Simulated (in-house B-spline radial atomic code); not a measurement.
## RPA and G0W0 on HSE06: Mo

Configuration [Kr] 4d5 5s1, highest spin, mean-field start HSE06. Computed with a B-spline radial code for spherical atoms: all electrons, non-relativistic, point nucleus, each spin shell either full or empty, empty states to l = 9 with an (l + 1/2)⁻⁴ tail; G0W0 by contour deformation at full frequency.

Without relativity these are model numbers: it shifts the levels of so heavy an element strongly and can reorder them.

Command:
```bash
python run_gw.py task.json out
```
Settings (radii: box in bohr, nucleus in fm):
```
Z                        42
electrons                42
configuration            [Kr] 4d5 5s1
hamiltonian              nr
method                   hse06
lmax                     9
spin_polarised           True
box_radius               40
intervals                56
ion_configuration        [Kr] 4d5
```

Time taken, with all properties: 6.1 s on 1 thread of AMD EPYC 7R13 Processor (shared host).

Energies (hartree):

```csv
term,value
mean-field total,-3977.19933
Hartree-Fock functional on these orbitals,-3975.53749
direct second order,-3.4504
second-order exchange,1.0241
SOSEX correction,0.93518
```

What is the RPA correlation energy, and what remains with SOSEX?

RPA gives -3.0027 hartree (-1.95 eV per electron); RPA + SOSEX gives -2.0676, and the second-order doubles -2.4264 hartree (no singles). SOSEX takes back 31 % of the RPA value.

Quasi-particle levels (eV):

| level | occupied | mean field | Σx - vxc | Σc | QP weight | G0W0 |
| --- | --- | --- | --- | --- | --- | --- |
| 5s up | yes | -4.460 | -1.76 | ? | ? | ? |
| 5p up | no | -1.110 | 1.91 | -0.56 | 0.923 | 0.245 |

G0W0 = mean field + (Σx - vxc) + Σc, with Σc (partial-wave tail included) taken at the quasi-particle energy. Only the outer levels were computed. Levels of low weight are left out. An empty level above zero is unbound and depends on the box.

Where does G0W0 put 5s up?

At -7.151 eV, with Σc = -0.93 eV and a quasi-particle weight of 0.845. The tabulated removal energy is 7.092 eV (NIST, measured); the calculation leaves out relativity, Breit and QED terms, and what these don't explain is the method's own error.

What does it cost to remove one electron (to [Kr] 4d5) by differences of total energies, each species on its own start (correlation terms add to the Hartree-Fock functional)?

HSE06 6.828 eV, Hartree-Fock functional 5.831 eV, + RPA 7.256 eV, + RPA + SOSEX 6.458 eV, + second order 7.217 eV. Tabulated: 7.092 eV (NIST, measured); the calculation leaves out relativity, Breit and QED terms, and what these don't explain is the method's own error.
